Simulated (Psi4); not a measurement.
A dimer, CH3F ··· BF3 (SMILES CF and FB(F)F); the first 5 atoms form monomer A.

```
9

C     -0.0635     0.0064    -0.0198
F      1.2565    -0.1277     0.3924
H     -0.6998     0.0951     0.8616
H     -0.3432    -0.8756    -0.5973
H     -0.1500     0.9018    -0.6368
F     -3.0825    -0.6186     3.7114
B     -1.9178    -0.7558     3.1144
F     -1.0232     0.2056     3.1918
F     -1.6476    -1.8531     2.4402
```

### Question
What interaction energy does Psi4 1.11 with SAPT0/jun-cc-pVDZ, frozen core give, and which attractive term is the largest?

### Answer
Total 1.49 kcal/mol: electrostatics 0.01, exchange 2.62, induction -0.23, dispersion -0.91. The most attractive term is dispersion.
